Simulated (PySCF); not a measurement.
A ladder of Hamiltonians for Ru(42+) (ruthenium, charge +42)

Occupied: 1s1/2. Hartree-Fock calculated with PySCF 2.14 in an even-tempered Gaussian basis (19 s from 6.8 bohr⁻², ratio 2.3; 14 p from 8.2 bohr⁻², ratio 2.3), Gaussian nucleus throughout. NR is non-relativistic, sf-X2C the spin-free one-electron X2C Hamiltonian, X2C adds the bare one-electron spin-orbit term, X2C-SNSO screens it by Boettger's factors, DC is four-component Dirac-Coulomb, and the Gaunt and Breit terms are added at first order (total energies over the DC spinors, levels after relaxing the spinors in that mean field). QED terms are absent. Levels marked empty are virtual spinors of this ion.

| Hamiltonian | E (hartree) | E − E(DC) (hartree) | CPU seconds |
| --- | --- | --- | --- |
| NR | -1908.5754 | 51.5096 | 0.21 |
| sf-X2C | -1959.5248 | 0.5603 | 0.13 |
| X2C | -1959.5248 | 0.5603 | 0.13 |
| X2C-SNSO | -1959.5248 | 0.5603 | 0.13 |
| DC | -1960.0850 | 0.0000 | 2.7 |
| DC+Gaunt | -1958.9395 | 1.1455 | 4.6 |
| DC+Breit | -1958.9395 | 1.1455 | 43 |

Task: Give the 2p spin-orbit interval with each Hamiltonian that has one.

Result: X2C 162.8; X2C-SNSO 159.0; DC 156.8; DC+Gaunt 153.5; DC+Breit 153.5 (eV).

| level (eV) | NR | sf-X2C | X2C | X2C-SNSO | DC | DC+Gaunt | DC+Breit |
| --- | --- | --- | --- | --- | --- | --- | --- |
| 1s1/2 | -25596.4 | -26267.2 | -26267.2 | -26267.2 | -26282.3 | -26251.5 | -26251.5 |
| 2s1/2 (empty) | -6115.4 | -6316.0 | -6316.0 | -6316.0 | -6317.4 | -6314.1 | -6314.5 |
| 2p1/2 (empty) | -6033.9 | -6117.8 | -6229.4 | -6226.7 | -6225.7 | -6218.7 | -6219.8 |
| 2p3/2 (empty) | -6033.9 | -6117.8 | -6066.6 | -6067.7 | -6068.9 | -6065.3 | -6066.3 |
| 3s1/2 (empty) | -2698.5 | -2768.6 | -2768.6 | -2768.6 | -2769.0 | -2768.1 | -2768.2 |

Weight of the small component: 1s1/2 0.0261, 2s1/2 0.00621, 2p1/2 0.00617, 2p3/2 0.00601, 3s1/2 0.00272.

Koopmans' value for the highest occupied level at DC+Breit: 26251.5 eV, against an ionisation energy of 26229.9 eV (theoretical estimate listed by NIST; NIST Atomic Spectra Database, ionization energies); the former lacks relaxation, correlation, QED and recoil.

The whole ladder took 51 s of wall time on 1 thread of AMD EPYC 9R45 96-Core Processor (shared host), launched as `OMP_NUM_THREADS=1 python relrun2.py TASK.json OUT` (a driver that calls PySCF for each Hamiltonian).
